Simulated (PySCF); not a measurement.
GeHCl + F₂ → GeF₂ + HCl

Level: PBE0 in the def2-TZVP basis family, all electrons, no relativity, computed in PySCF with density fitting; open shells unrestricted.

```
species                                      state and structure       E (Eh)  ZPE (kJ/mol)  H(298 K) − H(0) (kJ/mol)  S° (J/(mol K))
  GeHCl  singlet, Cs, Ge–Cl 2.183 Å, Ge–H 1.601 Å; Cl–Ge–H 93.7°  -2537.41332          18.2                      11.0           264.4
     F₂                                singlet, D∞h, F–F 1.376 Å   -199.40856           6.6                       8.7           201.9
   GeF₂            singlet, C2v, Ge–F 1.745 Å (×2); F–Ge–F 97.1°  -2276.40758           9.7                      11.8           271.2
    HCl                               singlet, C∞v, H–Cl 1.279 Å   -460.66440          17.9                       8.7           186.6
```

(1) What is the electronic reaction energy?

(2) Add zero-point, thermal and entropy terms for 298.15 K and 1 bar.

Answers

(1) At PBE0/def2-TZVP, ΔE = -656.6 kJ/mol from the differences of the total energies times 2625.5, downhill. Fluorination of this kind underlies dry etching and chamber cleaning.

(2) ΔZPE = 2.8 and Δ[H(298) − H(0)] = 0.8 kJ/mol give ΔH° = -653.0 kJ/mol. ΔS° = -8.5 J/(mol K), so ΔG° = -653.0 − 298.15 × (-0.0085) = -650 kJ/mol.

Each species is the lowest minimum found with this bonding; other isomers or fragments can lie lower.
